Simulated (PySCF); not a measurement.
Computed structure and properties of Eu(OH)3(NH3)

System: Eu(OH)3(NH3) (singlet in the valence; each metal's 4f electrons, 6 of them, lie in its core potential, out of spins and levels); start: template (C1). Method: PySCF 2.14.0, RKS PBE0, Eu lcecp-1-SVP with ECP52, O def2-SVP, H def2-SVP, N def2-SVP; non-relativistic Hamiltonian with scalar-relativistic core potentials where named; density fitting; no spin-orbit coupling.

Input of the relaxation:

```python
mol = gto.M(atom='''
Eu     0.01685    -0.01572     0.01347
O      1.27935     1.24678     1.27597
H      1.79905     1.51898     2.04317
O     -1.24565    -1.27822     1.27597
H     -1.76535    -1.55042     2.04317
O      1.27935    -1.27822    -1.24903
H      1.79905    -2.04542    -1.52123
N     -1.45255     1.45368    -1.45593
H     -2.06565     2.06678    -0.91883
H     -0.91545     2.06678    -2.06903
H     -2.06565     0.91658    -2.06903''',
    basis={'Eu': 'lcecp-1-SVP', 'O': 'def2-SVP', 'H': 'def2-SVP', 'N': 'def2-SVP'},
    ecp={'Eu': 'lcecp-1-SVP'},
    charge=0, spin=0)
mf = dft.RKS(mol, xc='PBE0')
mf.grids.atom_grid = (50, 194)  # f atoms: unpruned, at least (60, 302)
mf = mf.density_fit()  # fitting sets: Eu AutoAux, O def2-universal-JKFIT, H def2-universal-JKFIT, N def2-universal-JKFIT
mf.conv_tol = 1e-08; mf.max_cycle = 55
mf.kernel(dm0)  # dm0: converged density of the start geometry
# quasi-Newton relaxation in Cartesian coordinates to a largest gradient under 0.00045 Eh/bohr, steps kept in the point group
```

Run from Python with OMP_NUM_THREADS=2; the lines above give its settings. Where DIIS fails, smearing, a level shift and second-order steps follow.
It took 2.2 min on 2 threads of Intel(R) Xeon(R) Platinum 8488C (Sapphire Rapids), with other jobs on the host, from the converged density of the start.

Course of the relaxation:

| step | energy above end (eV) | largest force component within the symmetry (eV/Å) |
| --- | --- | --- |
| 0 | 0.4705 | 1.730 |
| 1 | 0.2106 | 0.952 |
| 2 | 0.1171 | 0.447 |
| 3 | 0.1018 | 0.692 |
| 4 | 0.0767 | 0.185 |
| 5 | 0.0502 | 0.282 |
| 6 | 0.0362 | 0.324 |
| 7 | 0.0250 | 0.247 |
| 12 | 0.0010 | 0.060 |
| 13 | 0.0006 | 0.044 |
| 14 | 0.0004 | 0.030 |
| 15 | 0.0002 | 0.018 |
| 16 | 0.0001 | 0.020 |
| 17 | 0.0000 | 0.023 |
(The steps between are left out.)

Relaxed geometry (Cs):

```xyz
11

Eu    0.1664   -0.2068    0.2552
O     1.2092    1.3344    1.2302
H     1.7235    1.9662    1.7303
O    -1.4344   -1.1253    1.2606
H    -2.0923   -1.5910    1.7749
O     1.1475   -1.2754   -1.2649
H     1.6459   -1.8036   -1.8863
N    -1.2644    1.2863   -1.2661
H    -1.8655    1.9054   -0.7214
H    -0.6986    1.8783   -1.8748
H    -1.8739    0.7331   -1.8692
```

```json
{"contact": "Eu1–O2 (OH)", "Å": "2.101"}
{"contact": "Eu1–O4 (OH)", "Å": "2.102"}
{"contact": "Eu1–O6 (OH)", "Å": "2.101"}
{"contact": "Eu1–N8 (NH3)", "Å": "2.567"}
```

On the finer grid (75, 302):

```yaml
HOMO: -6.96 eV
LUMO: -0.24 eV
Dipole_about_the_centre_of_mass: 4.21 D
Set_of_Mulliken_populations_of_Eu1_outside_the_core_potential: s 2.17, p 6.41, d 1.39, f 0.10
D3_BJ_dispersion_energy_not_in_the_energies: -0.157 eV
```

```json
{"atom": "Eu1", "Mulliken (e)": "0.93", "Löwdin (e)": "0.48", "spin (e)": "0.00"}
{"atom": "O2", "Mulliken (e)": "-0.54", "Löwdin (e)": "-0.33", "spin (e)": "0.00"}
{"atom": "H3", "Mulliken (e)": "0.16", "Löwdin (e)": "0.07", "spin (e)": "0.00"}
{"atom": "O4", "Mulliken (e)": "-0.54", "Löwdin (e)": "-0.33", "spin (e)": "0.00"}
{"atom": "H5", "Mulliken (e)": "0.16", "Löwdin (e)": "0.07", "spin (e)": "0.00"}
{"atom": "O6", "Mulliken (e)": "-0.54", "Löwdin (e)": "-0.33", "spin (e)": "0.00"}
{"atom": "H7", "Mulliken (e)": "0.16", "Löwdin (e)": "0.07", "spin (e)": "0.00"}
{"atom": "N8", "Mulliken (e)": "-0.30", "Löwdin (e)": "-0.02", "spin (e)": "0.00"}
{"atom": "H9", "Mulliken (e)": "0.17", "Löwdin (e)": "0.11", "spin (e)": "0.00"}
{"atom": "H10", "Mulliken (e)": "0.16", "Löwdin (e)": "0.10", "spin (e)": "0.00"}
{"atom": "H11", "Mulliken (e)": "0.17", "Löwdin (e)": "0.11", "spin (e)": "0.00"}
```

The 4f levels lie in the core potential and are missing. Their spin isn't counted.

No frequency check is given for this geometry.

Taking off one OH (charge -1, singlet; the rest: singlet) in vacuum, both parts rigid, costs 10.33 eV; the small basis without counterpoise inflates it. Most of it is the attraction of opposite charges; other ways to part are cheaper, and one spin state was tried for the rest.

Rigid scan of OH along the line from its metal:

| distance to O2 (Å) | energy (eV) |
| --- | --- |
| 1.80 | 1.288 |
| 1.90 | 0.492 |
| 2.00 | 0.106 |
| 2.10 | 0.000 |
| 2.20 | 0.079 |
| 2.30 | 0.278 |
| 2.50 | 0.865 |
| 2.80 | 1.886 |
| 3.20 | 3.137 |
| 3.70 | 4.361 |

Taking off one NH3 (charge 0, singlet; the rest: singlet) in vacuum, both parts rigid, costs 1.30 eV; the small basis without counterpoise inflates it.

Rigid scan of NH3 along the line from its metal:

(distance to N8 (Å), energy (eV)): (2.27, 0.320), (2.37, 0.123), (2.47, 0.027), (2.57, 0.000), (2.67, 0.019), (2.77, 0.067), (2.97, 0.206), (3.27, 0.438), (3.67, 0.697), (4.17, 0.917)

One start shape was tried, so this needn't be the lowest isomer.

An lcecp potential fixes the number of 4f electrons, so in runs with it no electron can move into or out of that shell.
